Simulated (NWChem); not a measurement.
System: AlH3O3; SMILES [OH][Al]([OH])[OH]

Input file for NWChem:

```
start job
memory heap 200 mb stack 900 mb global 1100 mb
geometry units angstroms noautosym nocenter noautoz
  Al     0.000000     0.000000     0.000000
  O     -1.471187     0.842905     0.000000
  H     -1.533537     1.798950     0.000000
  O      1.465571     0.852633     0.000000
  H      2.324705     0.428607     0.000000
  O      0.005616    -1.695538     0.000000
  H     -0.791168    -2.227557     0.000000
end
basis spherical
  * library pcsseg-2
end
dft
  xc xpbe96 cpbe96
  iterations 150
  semidirect filesize 400000000
end
property
  shielding 3 1 2 3
end
task dft property
```

Parts of the log:

```
             Northwest Computational Chemistry Package (NWChem) 7.3.0
             --------------------------------------------------------

                             Geometry "geometry" -> ""
                             -------------------------

 Output coordinates in angstroms (scale by  1.889725989 to convert to a.u.)

  No.       Tag          Charge          X              Y              Z
 ---- ---------------- ---------- -------------- -------------- --------------
    1 Al                  13.0000     0.00000000     0.00000000     0.00000000
    2 O                    8.0000    -1.47118700     0.84290500     0.00000000
    3 H                    1.0000    -1.53353700     1.79895000     0.00000000
    4 O                    8.0000     1.46557100     0.85263300     0.00000000
    5 H                    1.0000     2.32470500     0.42860700     0.00000000
    6 O                    8.0000     0.00561600    -1.69553800     0.00000000
    7 H                    1.0000    -0.79116800    -2.22755700     0.00000000

 Effective nuclear repulsion energy (a.u.)     161.7097989041

  pbe96 is a nonlocal functional; adding pw91lda local functional.
                              NWChem Property Module
                              ----------------------

  itol2e modified to match energy
  convergence criterion.

                                 NWChem DFT Module
                                 -----------------

 Summary of "ao basis" -> "ao basis" (spherical)
 ------------------------------------------------------------------------------
       Tag                 Description            Shells   Functions and Types
 ---------------- ------------------------------  ------  ---------------------
 Al                         pcsseg-2                15       43   5s7p2d1f
 O                          pcsseg-2                12       36   4s5p2d1f
 H                          pcsseg-2                 6       14   3s2p1d

  itol2e modified to match energy
  convergence criterion.

[...]

          -----------------------------------------
          Chemical Shielding Tensors (GIAO, in ppm)
          -----------------------------------------

                                NWChem CPHF Module
                                ------------------

  scftype          =     RHF
  nclosed          =       20
  nopen            =        0
  variables        =     3460
  # of vectors     =        3
  tolerance        = 0.10D-03
  level shift      = 0.00D+00
  max iterations   =       50
  max subspace     =       30

 SCF residual:    7.1174383069418529E-006

Iterative solution of linear equations
  No. of variables     3460
  No. of equations        3
  Maximum subspace       30
        Iterations       50
       Convergence  1.0D-04

   iter   nsub   residual    time
   ----  ------  --------  ---------
     1      3    1.91D-06     115.8

------------------------------------------------------------
EAF file 0: "./job.aoints.0" size=394264576 bytes
------------------------------------------------------------
               write      read    awrite     aread      wait
               -----      ----    ------     -----      ----
     calls:      752         0         0         0         0
   data(b): 3.94e+08  0.00e+00  0.00e+00  0.00e+00
   time(s): 0.00e+00  0.00e+00  0.00e+00  0.00e+00  0.00e+00
rate(mb/s): 0.00e+00  0.00e+00
------------------------------------------------------------

      Atom:    1  Al
        Diamagnetic
    795.8858     -0.0000      0.0000
     -0.0000    795.8857      0.0000
      0.0000      0.0000    790.7318

        Paramagnetic
   -310.0570      0.0000      0.0000
      0.0000   -310.0570     -0.0000
      0.0000     -0.0000   -412.1287

        Total Shielding Tensor
    485.8287      0.0000      0.0000
      0.0000    485.8287     -0.0000
      0.0000     -0.0000    378.6031

           isotropic =     450.0869
          anisotropy =      53.6128

          Principal Components and Axis System
                 1           2           3
              485.8287    485.8287    378.6031

      1         0.8311     -0.5561     -0.0000
      2         0.5561      0.8311      0.0000
      3         0.0000     -0.0000      1.0000

      Atom:    2  O
        Diamagnetic
    390.6532    -12.6136     -0.0000
    -12.6136    399.2013      0.0000
     -0.0000      0.0000    370.6750

        Paramagnetic
    -63.5789    -20.2019     -0.0000
    -20.2019    -68.2207     -0.0000
     -0.0000     -0.0000    -72.7863

        Total Shielding Tensor
    327.0743    -32.8155     -0.0000
    -32.8155    330.9807     -0.0000
     -0.0000     -0.0000    297.8886

           isotropic =     318.6478
          anisotropy =      64.8798

          Principal Components and Axis System
                 1           2           3
              361.9010    297.8886    296.1539

      1        -0.6858     -0.0000      0.7278
      2         0.7278     -0.0000      0.6858
      3         0.0000      1.0000      0.0000

      Atom:    3  H
        Diamagnetic
     26.3816     -5.0916     -0.0000
     -5.0916     45.4417     -0.0000
     -0.0000     -0.0000     21.8163

        Paramagnetic
     -0.8836      0.1193      0.0000
      0.1193     -2.0415      0.0000
      0.0000      0.0000      0.4737

        Total Shielding Tensor
     25.4980     -4.9723     -0.0000
     -4.9723     43.4002      0.0000
     -0.0000      0.0000     22.2900

           isotropic =      30.3961
          anisotropy =      21.4387

[...]
```

Level: PBE/pcSseg-2, GIAO. Coordinates come from a PBE0/def2-SVP optimisation. The printed shielding anisotropy is the first printed principal value minus the mean of the other two.
